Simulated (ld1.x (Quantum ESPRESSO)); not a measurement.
# Transferability test, RRKJ potential for titanium

ld1.x (Quantum ESPRESSO) 7.5 input, shortened:

```
&input
   title='Ti', zed=22., rel=2, dft='PZ', iswitch=3,
   config='[Ar] 3d2 4s0 4p0', rel_dist='average'
 /
 &inputp
   pseudotype=2, tm=.false., rho0=0.001, lloc=-1, rcloc=1.10,
   nlcc=.true., new_core_ps=.true., rcore=0.60
 /
3
3S  1  0   2.00   0.00  1.15  1.15  0.0
3P  2  1   6.00   0.00  1.25  1.25  0.0
3D  3  2   2.00   0.00  1.70  1.70  0.0
 &test
   configts(1)='3s2 3p6 3d2 4s0 4p0'
 /
```

Open shells are filled in proportion to 2j + 1 (rel_dist='average').

Energies are relative to the spin-unpolarised reference configuration 3s2 3p6 3d2 4s0 4p0; without spin polarisation the order of configurations can differ from experiment.

| valence configuration | charge | ΔE all-electron (eV) | error AE − PS (meV) |
| --- | --- | --- | --- |
| 3s2 3p6 3d2 4s2 4p0 | 0 | -21.336 | +70 |
| 3s2 3p6 3d2 4s1 4p0 | +1 | -13.800 | +46 |
| 3s2 3p6 3d1 4s0 4p0 | +3 | 27.189 | +73 |
| 3s2 3p6 3d1 4s2 4p1 | 0 | -16.522 | +189 |
| 3s2 3p6 3d3 4s1 4p0 | 0 | -20.276 | +24 |
| 3s2 3p6 3d1 4s2 4p0 | +1 | -11.356 | +199 |

Problem. What are ΔE and the potential's error for 3s2 3p6 3d2 4s0 4p2?

Solution. ΔE = -14.902 eV all-electron; the error (AE − PS) is +14 meV.

Levels in the configuration 3s2 3p6 3d1 4s2 4p1:

| level | all-electron (eV) | pseudo (eV) |
| --- | --- | --- |
| 3s j=1/2 | -68.582 | -68.360 |
| 3p j=1/2 | -45.328 | -45.131 |
| 3p j=3/2 | -44.639 | -44.445 |
| 3d j=3/2 | -9.591 | -9.359 |
| 3d j=5/2 | -9.533 | -9.303 |
| 4s j=1/2 | -6.344 | -6.369 |
| 4p j=1/2 | -2.666 | -2.656 |
| 4p j=3/2 | -2.622 | -2.613 |

A Bessel basis up to 400 Ry misses an occupied level by 0.07 Ry, so cutoffs and ghosts were not judged.
